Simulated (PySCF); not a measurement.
Method: PBE0/[Bi def2-SVPD with ECP60, S def2-SVPD], scalar-relativistic core potentials, density fitting, no spin–orbit coupling, PySCF. Open shells, if any, are unrestricted.

**Question.** What shape and geometry does isolated singlet BiS₃⁻ take (every ligand bound to Bi)?

**Answer.** Counting electrons, bismuth keeps none of its valence electrons outside its bonds, so the VSEPR class is AX3 and the expected shape is trigonal planar (D3h), as computed. The lowest minimum found is a singlet of D3h symmetry with Bi–S 2.376 Å (×3); S–Bi–S 120.0° (×3). Its harmonic wavenumbers are 93 (a2''), 116 (e'), 369 (a1'), 392 (e') cm⁻¹ and its dipole moment is 0.00 D about the centre of mass.

This need not be the most stable arrangement of these atoms. The lowest empty level of this anion is unbound, so it and the gap depend on the basis. With an element this heavy the missing spin–orbit coupling can shift these numbers.
